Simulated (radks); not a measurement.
Results of a calculation; reference values are marked as such.
The mean radii <r> (bohr) of the occupied orbitals of an atom or ion are listed with their occupations. Level of theory: Dirac Kohn-Sham, PBE, spin-unpolarised, spherical densities, point nucleus (a radial shooting solver on a logarithmic mesh with Libxc functionals).

| orbital | occ. | <r> |
|---|---|---|
| 1s1/2 | 2 | 0.2699 |
| 2p1/2 | 2 | 1.341 |

Name the element and its charge. Open shells, if any, fill j = l - 1/2 first.

Answer. Z = 6, carbon, charge +2: C2+ in [He] 2p2. The 1s radius gives Z: for a bare nucleus <r> = (2 gamma + 1)/(2Z) with gamma = sqrt(1 - (Z/c)^2), 0.2498 bohr for Z = 6, and screening makes it slightly larger (0.2699 here). The occupations add up to 4, and the charge is Z minus that.
